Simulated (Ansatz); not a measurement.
Consider the atomization: `CC1=N[SiH2][SiH2]1` → 2 C• + 7 H• + N• + 2 Si•.

Isolated molecules relaxed with PBE0-D4/def2-TZVP in Ansatz; ΔE leaves out vibrations. CCSD(T)/CBS is the MP2 limit (def2-TZVPP, def2-QZVPP) plus CCSD(T) − MP2 in def2-TZVPP, frozen cores. This one scheme is used for every species, atoms too. DFT in def2-TZVPP. B3LYP here is the variant with VWN-RPA as its local correlation; programs differ in this. No spin–orbit coupling; open shells (•) take unrestricted orbitals. Spin–orbit coupling would lower the free atoms: a little for C, Si.

`CC1=N[SiH2][SiH2]1`:

```xyz
12

C     0.825   -1.392   -1.154
C     0.351   -0.342   -0.209
N     1.108    0.144    0.713
Si    0.078    1.340    1.541
Si   -1.367    0.527   -0.086
H     0.742   -1.034   -2.185
H     1.860   -1.665   -0.941
H     0.188   -2.279   -1.080
H    -0.135    1.013    2.976
H     0.621    2.721    1.450
H    -2.511   -0.370    0.249
H    -1.759    1.337   -1.274
```

| level | ΔE (kJ/mol) | difference from CCSD(T)/CBS |
| --- | --- | --- |
| PBE-D4 | 4385.1 | 82.0 |
| r2SCAN-D4 | 4309.6 | 6.5 |
| PBE0-D4 | 4316.4 | 13.3 |
| B3LYP-D4 | 4313.8 | 10.7 |
| ωB97X-V | 4339.0 | 35.9 |
| ωB97M-V | 4320.6 | 17.5 |
| B2PLYP | 4256.1 | -47.0 |
| PBE | 4355.9 | 52.8 |
| r2SCAN | 4302.5 | -0.6 |
| PBE0 | 4291.6 | -11.5 |
| B3LYP | 4266.7 | -36.4 |
| HF/def2-TZVPP | 3101.4 | -1201.7 |
| MP2/def2-TZVPP | 4223.8 | -79.3 |
| SCS-MP2/def2-TZVPP | 4232.4 | -70.7 |
| CCSD/def2-TZVPP | 4112.1 | -191.0 |
| CCSD(T)/def2-TZVPP | 4181.9 | -121.2 |
| HF/def2-QZVPP | 3109.2 | -1193.9 |
| MP2/def2-QZVPP | 4296.1 | -7.0 |
| SCS-MP2/def2-QZVPP | 4315.0 | 11.9 |
| HF/CBS(def2) | 3110.4 | -1192.7 |
| MP2/CBS(def2) | 4345.1 | 42.0 |
| CCSD/CBS(def2) | 4233.4 | -69.7 |
| CCSD(T)/CBS | 4303.1 | 0 |

Largest T1 diagnostic among the species: 0.014.

The D4 term adds +47.2 kJ/mol with B3LYP and +24.8 kJ/mol with PBE0; it sums over pairs of atoms, weighted by their polarisabilities, and B3LYP, whose exchange is more repulsive, gets the larger term. In def2-TZVPP, CCSD(T) changes the Hartree–Fock value by +1080.4 kJ/mol (the triples alone add +69.8 kJ/mol) and MP2 by +1122.4 kJ/mol; breaking electron pairs costs correlation energy, which Hartree–Fock lacks. From PBE to PBE0 (25 % exact exchange), in def2-TZVPP and without D4, ΔE moves by −64.3 kJ/mol: exact exchange takes away binding that semilocal exchange gives to molecules.

For atomizations the MP2-based limit and the directly extrapolated one differ by several kJ/mol either way, and by 10 to 25 for some Ge, Se and Sn compounds, so smaller differences from it don't rank the levels.
